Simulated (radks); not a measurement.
Task: Tm58+, 11 electrons, occupied as [Ne] 3s1. Calculated with a radial shooting solver on a logarithmic mesh with Libxc functionals: scalar-relativistic Kohn-Sham, LB94 model potential, spin-polarised, spherical densities, finite nucleus; open shells are filled with parallel spins first (spin-orbit coupling, left out, can overturn this in heavy ions); Fermi nuclear charge, rms radius 5.2256 fm. Some entries of the table are withheld. Estimate them.

orbital  occ.  eigenvalue (hartree)  <r> (bohr)  <r^2> (bohr^2)
1s up       1                   (1)     0.01997       0.0005460
1s down     1                   (2)     0.01997       0.0005460
2s down     1             -535.9410     0.08360             (3)
2s up       1             -535.9095     0.08353             (4)
2p down     3             -494.4138     0.07399        0.006658
2p up       3             -494.3943     0.07393        0.006646
3s down     0             -222.8287      0.1989         0.04507
3s up       1             -222.3057      0.1993         0.04526

Result: 
(1) 1s up eigenvalue (hartree): -2362.221
(2) 1s down eigenvalue (hartree): -2362.004
(3) 2s down <r^2> (bohr^2): 0.008238
(4) 2s up <r^2> (bohr^2): 0.008223
